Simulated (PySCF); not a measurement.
C4H4O3, SMILES C1(=C)C(=O)OCO1.

Geometry optimised at TPSSh-D3(BJ)/def2-SVP. One conformer was computed; it need not be the lowest.

Vertical ionisation energy (IE) and electron affinity (EA) in eV. Rows of orbital energies are one-electron estimates. Where ΔSCF, EOM or ADC give a negative EA the extra electron is unbound and the value depends on the basis.

| level | IE | EA |
|---|---|---|
| −ε(HOMO), −ε(LUMO), B3LYP/def2-TZVP (PySCF) | ___ | ___ |
| −ε(HOMO), −ε(LUMO), PBE/def2-TZVP (PySCF) | 6.14 | 2.43 |

Q: Fill in the missing entries. (An estimate is asked for; the answer gives what the named calculation found.)

A: 
- −ε(HOMO), −ε(LUMO), B3LYP/def2-TZVP (PySCF), IE: 7.17
- −ε(HOMO), −ε(LUMO), B3LYP/def2-TZVP (PySCF), EA: 1.77
